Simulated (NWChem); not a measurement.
# InI2, doublet; SMILES [I][In][I]

```xyz
3

In     0.0000     0.0000     0.9034
I     -2.4388     0.0000    -0.4176
I      2.4388     0.0000    -0.4176
```
Atoms are numbered in this order, from 1.

In the optimisation the excess spin sits in a1 (C2v, its own frame). All runs use the structure optimised with PBE-D3(BJ)/def2-SVP, spin-unrestricted. This spin state was assumed; another may lie lower. No stability test was run on the SCF state. B3LYP is NWChem's, with the RPA form of VWN correlation. def2 effective core potentials on In, I; no spin-orbit coupling.

Symmetry labels are those of C2v in the frame above (b1 and b2, or b-type labels, depend on it).

**Question.** List the 4 lowest vertical excitations from B3LYP/def2-SVP with def2 effective core potentials on In, I, spin-unrestricted, TDA (NWChem).

**Answer.** 
```tsv
state	energy (eV)	oscillator strength	symmetry of the excitation	<S²>
state 1	1.52	0.001	b1	0.77
state 2	1.58	0.000	a2	0.77
state 3	1.83	0.001	b2	0.77
state 4	1.85	0.006	a1	0.77
```
